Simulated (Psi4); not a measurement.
germylsilane (H6GeSi), singlet, geometry from GFN2-xTB. Base run: PBE/3-21G run with Psi4 1.11.

Psi4 was given this input:
```
memory 2 GB

molecule mol {
0 1
Si   -1.567041    0.166939    0.037590
Ge    0.749571   -0.079853   -0.017980
H    -2.146440   -0.688106    1.073906
H    -1.925321    1.555707    0.326932
H    -2.150726   -0.204709   -1.251576
H     1.245743   -1.412990   -0.497010
H     1.480930    0.886275   -0.903769
H     1.448124    0.081968    1.300636
}

set {
  basis 3-21g
  reference rks
}

energy('pbe')
print_variables()
```

Each row names what was changed in the base input (with any setting that the change needs).

```csv
change,ΔE vs base (mEh),point group used,SCF cycles
base,0.000,c1,7
molecule keys = symmetry c1,0.000,c1,7
molecule keys = no_reorient,0.000,c1,7
"molecule keys = symmetry c1, no_reorient, no_com",0.000,c1,7
jitter_ang = 0.002,-0.074,c1,8
```
